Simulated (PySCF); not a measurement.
**Electron correlation in Cu+ (copper, charge +1)**

[Ar] 3d9 4s1, high-spin 3D determinant (an excited configuration). Calculation: PySCF 2.14, in aug-cc-pwCVDZ-PP with ECP10MDF (6s6p5d3f, 70 functions); scalar relativity through the core potential. Frozen: 3s2 3p6; 10 electrons correlated.

```json
{"level": "CCSD", "correlation energy (mhartree)": "-350.12"}
{"level": "(T)", "correlation energy (mhartree)": "-9.97"}
{"level": "CCSD(T)", "correlation energy (mhartree)": "-360.09"}
```

Diagnostics: T1 = 0.011, D1 = 0.0312, largest double amplitude 0.018.

Q: Is a single reference adequate?

A: Yes: T1 lies below 0.03 and no double amplitude reaches 0.07.
